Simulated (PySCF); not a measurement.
**Finite-field polarisability of N (nitrogen, neutral)**

[He] 2s2 2p3, high-spin 4S determinant. All numbers are calculated (PySCF 2.14, the non-relativistic Hamiltonian (point nucleus), in aug-cc-pVTZ). Frozen: 1s2. Energy changes in a uniform field (μhartree):

| axis | F (au) | HF | MP2 | CCSD | CCSD(T) |
| --- | --- | --- | --- | --- | --- |
| x | 0.0053 | -99.921 | -100.130 | -100.674 | -101.321 |
| x | 0.0106 | -399.851 | -400.742 | -402.924 | -405.519 |

(1) Derive α along x at CCSD(T) from the two fields.

(2) And the mean polarisability at each level?

Answers

(1) With ΔE = −αF²/2 − γF⁴/24, α = −(16 ΔE(F) − ΔE(2F))/(6F²) = 7.213 bohr³.

(2) HF 7.113, MP2 7.128, CCSD 7.167, CCSD(T) 7.213 bohr³. Reference: 7.4 ± 0.2 bohr³ (recommended; Schwerdtfeger and Nagle, table of static dipole polarizabilities (2023 update)).
